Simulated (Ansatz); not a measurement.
Species: C₃H₁₀OSi (charge 0, singlet). SMILES: COCC[SiH3]
Structure (B3LYP-D3(BJ)/def2-TZVP (Ansatz, a quantum-chemistry and plane-wave program) minimum search):
```xyz
15

C      2.7948    -0.0754     0.8548
O      1.5720    -0.7167     0.5679
C      0.5650     0.1863     0.1468
C     -0.7077    -0.5864    -0.1382
Si    -2.1448     0.4857    -0.7112
H      3.1952     0.4402    -0.0281
H      2.6837     0.6587     1.6637
H      3.5002    -0.8438     1.1673
H      0.9029     0.7232    -0.7519
H      0.3946     0.9404     0.9293
H     -1.0111    -1.1267     0.7631
H     -0.5073    -1.3419    -0.9034
H     -2.4873     1.4960     0.3199
H     -1.7969     1.2011    -1.9637
H     -3.3357    -0.3598    -0.9621
```
Charge 0, spin multiplicity 1.

Wanted: vertical triplet-singlet gap (E(triplet) - E(singlet); each state is the SCF solution reached for its spin), in kcal/mol. Valence correlation only, unless marked. UHF or UKS for open shells. Spin-orbit coupling is left out. Non-relativistic. Basis-set limits of correlation are two-point, X^-3; Hartree-Fock from the larger set.

| level | program | vertical triplet-singlet gap (kcal/mol) |
|---|---|---|
| HF/aug-cc-pV(D+d)Z | Ansatz | 139.3 |
| HF/aug-cc-pV(T+d)Z | Ansatz | 138.6 |
| HF/aug-cc-pV(Q+d)Z | Ansatz | 138.4 |
| SVWN5/def2-TZVPD | Ansatz | 142.4 |
| PBE/def2-TZVPD | Ansatz | 143.3 |
| r2SCAN/def2-TZVPD | Ansatz | 148.7 |
| B3LYP/def2-TZVPD | Ansatz | 151.4 |
| PBE0/def2-TZVPD | Ansatz | 151.9 |
| BHLYP/def2-TZVPD | Ansatz | 157.0 |
| CAM-B3LYP/def2-TZVPD | Ansatz | 157.6 |
| wB97M-V/def2-TZVPD | Ansatz | 161.2 |
| wB97X-V/def2-TZVPD | Ansatz | 163.3 |
| B2PLYP/def2-TZVPD | Ansatz | 157.8 |
| MP2/aug-cc-pV(D+d)Z | Ansatz | 166.1 |
| RI-MP2/aug-cc-pV(T+d)Z | Ansatz | 169.0 |
| RI-MP2/aug-cc-pV(Q+d)Z | Ansatz | 170.3 |
| RI-MP2/CBS(aug-cc-pV(T+d)Z,aug-cc-pV(Q+d)Z) | Ansatz | 171.4 |
| SCS-MP2/aug-cc-pV(D+d)Z | Ansatz | 166.1 |
| CCSD/aug-cc-pV(D+d)Z | Ansatz | 155.3 |
| CCSD(T)/aug-cc-pV(D+d)Z | Ansatz | 154.6 |
